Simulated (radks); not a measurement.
Values are calculated unless marked as measured or tabulated.
Task: Coherent X-ray form factor from a spherical all-electron density. Code: a radial shooting solver on a logarithmic mesh with Libxc functionals. Model: non-relativistic Kohn-Sham, LDA (Slater exchange, Perdew-Wang correlation), spin-unpolarised, spherical densities, point nucleus.

sin(theta)/lambda (1/angstrom)  f0 (electrons)
0.05                                    66.743
0.1                                     65.986
0.15                                    64.766
0.2                                     63.138
0.25                                    61.175
0.3                                     58.956
0.4                                     54.070
0.5                                     49.043
0.6                                     44.258
0.8                                     36.027
1                                       29.557
1.25                                    23.465
1.5                                     19.238
2                                       14.610

The species is in the configuration that NIST lists as its ground one. Which atom or ion scatters so?

Result: The lead ion Pb15+, [Kr] 4d10 4f14 5s2 5p5. Extrapolating in s^2 from the first two rows gives f0(0) = 67.0, near the electron count 67; among species with that count, the fall with angle is slower the higher Z, and the table is that of Z = 82; from so few rows the species is fixed only to a neighbour or two.
